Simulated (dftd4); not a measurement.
C2H8GaN, singlet, geometry from GFN2-xTB (such geometries of metal compounds can be far from the true shape); D4 for pbe run with dftd4 4.2.0.

Here is a job for dftd4.
```
$ dftd4 mol.xyz --func pbe --charge 0 --json dftd4.json --noedisp --grad

# file mol.xyz
12

Ga    -0.00709451     0.00460620    -0.00714112
C     -1.47199618    -1.39543412    -0.17665421
H     -1.03944064    -2.37467805    -0.39585468
H     -2.17872222    -1.14504898    -0.97070797
H     -2.02896157    -1.48152489     0.75972005
C      0.13033080     1.80004736    -0.94945224
H      0.26125667     1.66657442    -2.02620221
H      0.98208639     2.36703510    -0.56726568
H     -0.77564079     2.39282419    -0.80161230
N      1.35270193    -0.41356163     1.13700129
H      2.15140436     0.17015384     1.35088087
H      1.42902616    -1.27087592     1.67004633
```

**Question.** What does dftd4 print? Leave out banner, timings and long lists.

**Answer.** 
```
                    ____  _____ _____     ____  _  _
      -------------|  _ \|  ___|_   _|---|  _ \| || |------------
     |             | | | | |_    | | ___ | | | | || |_           |
     |             | |_| |  _|   | ||___|| |_| |__   _|          |
     |             |____/|_|     |_|     |____/   |_|            |
     |             ===================================           |
     |            E. Caldeweyher, S. Ehlert & S. Grimme          |
     |          Mulliken Center for Theoretical Chemistry        |
     |                    University of Bonn                     |
      -----------------------------------------------------------

Rational (Becke-Johnson) damping: pbe-D4-ATM
---------------------
  s6         1.0000
  s8         0.9595
  s9         1.0000
  a1         0.3857
  a2         4.8069
 alp        16.0000
--------------------

Dispersion energy:      -7.4754898924069E-03 Eh

Gradient norm:           7.4123297509022E-04 Eh/a0
--------------------------------------------------
     #    Z           dE/dx      dE/dy      dE/dz
--------------------------------------------------
     1   31 Ga   -5.289E-05  1.659E-05 -4.452E-05
     2    6 C    -2.836E-04 -2.561E-04 -4.168E-05
     3    1 H    -5.809E-05 -3.920E-05 -1.846E-05
     4    1 H    -4.776E-05 -5.743E-05  8.219E-07
     5    1 H    -5.720E-05 -3.901E-05 -1.308E-05
     6    6 C     1.466E-05  3.371E-04 -1.839E-04
     7    1 H     7.017E-06  5.994E-05 -3.166E-05
     8    1 H    -1.411E-05  5.905E-05 -4.312E-05
     9    1 H     8.464E-06  6.273E-05 -2.856E-05
    10    7 N     3.241E-04 -9.570E-05  2.696E-04
    11    1 H     1.079E-04  3.273E-05  5.475E-05
    12    1 H     5.151E-05 -8.060E-05  7.983E-05
--------------------------------------------------

Virial:
--------------------------------------------------
      component           x          y          z
--------------------------------------------------
          x       2.694E-03  9.764E-04  1.228E-03
          y       9.764E-04  3.247E-03 -1.205E-03
          z       1.228E-03 -1.205E-03  1.520E-03
--------------------------------------------------

[Info] Dispersion results written to 'dftd4.txt'
[Info] JSON dump of results written to 'dftd4.json'
```
